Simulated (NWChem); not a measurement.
System: C2H3NO2Si; SMILES O=C=N[SiH2]C=O

```xyz
9

O      0.5180     3.2734     0.0000
C      0.1545     2.1650     0.0000
N     -0.2135     1.0247     0.0000
Si    -0.7735    -0.6015     0.0000
C      0.7323    -1.8074     0.0000
O      0.5298    -2.9954     0.0000
H     -1.5818    -0.8594     1.2230
H     -1.5818    -0.8594    -1.2230
H      1.7837    -1.4030     0.0000
```
Atoms are numbered in this order, from 1.

Results from NWChem. Medium grid unless said otherwise, to which SCAN and Minnesota functionals are sensitive. Structure relaxed at the PBE0/def2-SVP level. Total energies of different functionals are on different scales.

```json
[
 {"level": "PBE/def2-SVP", "energy (Ha)": "-571.9617", "highest occupied level (eV)": "-5.73", "orbital gap (eV)": "2.80", "dipole (D)": "0.38", "relative time": "1"},
 {"level": "B3LYP/def2-SVP", "energy (Ha)": "-572.4380", "highest occupied level (eV)": "-6.99", "orbital gap (eV)": "4.98", "dipole (D)": "0.46", "relative time": "1"},
 {"level": "Hartree-Fock/def2-SVP", "energy (Ha)": "-570.3031", "highest occupied level (eV)": "-11.00", "orbital gap (eV)": "13.35", "dipole (D)": "0.74", "relative time": "1"},
 {"level": "r2SCAN/def2-SVP", "energy (Ha)": "-572.2436", "highest occupied level (eV)": "-6.08", "orbital gap (eV)": "3.27", "dipole (D)": "0.44", "relative time": "1"},
 {"level": "PW6B95/def2-SVP", "energy (Ha)": "-573.0074", "highest occupied level (eV)": "-7.38", "orbital gap (eV)": "5.68", "dipole (D)": "0.47", "relative time": "1"},
 {"level": "CAM-B3LYP/def2-SVP", "energy (Ha)": "-572.3066", "highest occupied level (eV)": "-8.60", "orbital gap (eV)": "8.11", "dipole (D)": "0.50", "relative time": "5"}
]
```

Relative times are rough (shared machine, one core).
